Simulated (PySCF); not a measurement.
**Electron correlation in Ne⁺ (neon, charge +1)**

[He] 2s1 2p5 3s1, high-spin 4P determinant (an excited configuration). Computed with PySCF 2.14 in dyall-acv3z (15s9p4d2f, 76 functions), with the spin-free X2C one-electron Hamiltonian (Gaussian nucleus). Frozen: 1s2; 7 electrons correlated; the 19 highest virtual orbitals of each spin left out.

```csv
level,correlation energy (mhartree)
CCSD,-212.92
(T),-4.97
CCSD(T),-217.89
```

Diagnostics: T1 = 0.0038, D1 = 0.0091, largest double amplitude 0.075.

**Question.** Is a single reference adequate?

**Answer.** Mostly. T1 lies below 0.03, but a double amplitude of this size points to a near-degeneracy that CCSD handles and MP2 describes poorly.
